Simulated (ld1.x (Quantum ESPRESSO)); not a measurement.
## What one change does to a pseudopotential (Ta, TM)

- Element: Ta
- Generator: ld1.x (Quantum ESPRESSO) 7.5
- Type: norm-conserving Troullier–Martins (Kleinman–Bylander form)
- Functional: LDA (PZ)
- Relativity: scalar-relativistic
- Frozen core: [Kr] 4d10 4f14 5s2
- Valence charge: 11
- Reference configuration: 5p6 5d3 6s1.75 6p0 (charge +0.25)
- Partial waves: 5p (bound): rc 1.55 bohr; 5d (bound): rc 2.50 bohr; 5f channel at 0.45 Ry: rc 2.65 bohr; 6s (bound): rc 2.90 bohr
- Local potential: the s channel
- Core correction: a·sin(br)/r model core, default radius (core density twice the valence density)

All-electron outer shells of the reference configuration (LDA (PZ), scalar-relativistic, ld1.x):

```csv
shell,level (eV),outermost node (bohr),outermost maximum (bohr)
5s,-74.89,0.54,0.98
5p,-41.26,0.58,1.13
4f,-26.63,–,0.44
6s,-7.12,1.32,2.71
5d,-5.43,0.65,1.58
6p,-2.72,1.59,3.75
```

Change: all radii but the core radius scaled by about 0.78 (s 2.24, p 1.20, d 1.94, f 2.06 bohr).

Cutoffs: the cutoffs (Ry, on a coarse ladder) from which the occupation-weighted sum of valence levels, in a spherical-Bessel basis at the reference potential, stays within 10 and 1 mRy of its value at 400 Ry; they do not see the model core or the augmentation charge, which bear on the density cutoff. Errors are all-electron minus pseudo energies relative to the spin-unpolarised reference configuration.

Question: What does the change do?

Answer: The potential gets harder (55 Ry and 100 Ry → 100 Ry and 140 Ry); of the 9 tests that both files solve, the error grows in 1 and shrinks in 4 by more than 15 % and 0.3 meV (median size 25.2 → 16.0 meV); neither file shows a bound ghost. A smaller radius makes the pseudo-wave follow the all-electron one further in, where it bends more sharply, so more plane waves are needed.

| quantity | base | changed |
| --- | --- | --- |
| cutoff, loose | 55 Ry | 100 Ry |
| cutoff, tight | 100 Ry | 140 Ry |
| loose cutoff by channel (10 mRy a level) | p 40 Ry, d 21 Ry, s 6 Ry | p 50 Ry, d 25 Ry, s 10 Ry |
| bound ghosts | none | none |
| error for 5p6 5d3 6s2 6p0, meV [ΔE -1.59 eV] | +0.3 | +0.4 |
| error for 5p6 5d3 6s1 6p0, meV [ΔE 7.11 eV] | -5.1 | -4.2 |
| error for 5p6 5d3 6s0 6p0, meV [ΔE 22.42 eV] | -29 | -24 |
| error for 5p6 5d4 6s1 6p0, meV [ΔE 0.50 eV] | -27 | -23 |
| error for 5p6 5d2 6s2 6p0, meV [ΔE 6.32 eV] | -25 | -16 |
| error for 5p6 5d4 6s0 6p0, meV [ΔE 8.58 eV] | -59 | -51 |
| error for 5p6 5d2 6s2 6p1, meV [ΔE 1.50 eV] | -604 | -557 |
| error for 5p6 5d3 6s1.75 6p0 (spin-polarised), meV [ΔE -1.21 eV] | +7.9 | -2.6 |
| error for 5p6 5d3 6s2 6p0 (spin-polarised), meV [ΔE -2.64 eV] | +3.0 | -6.0 |
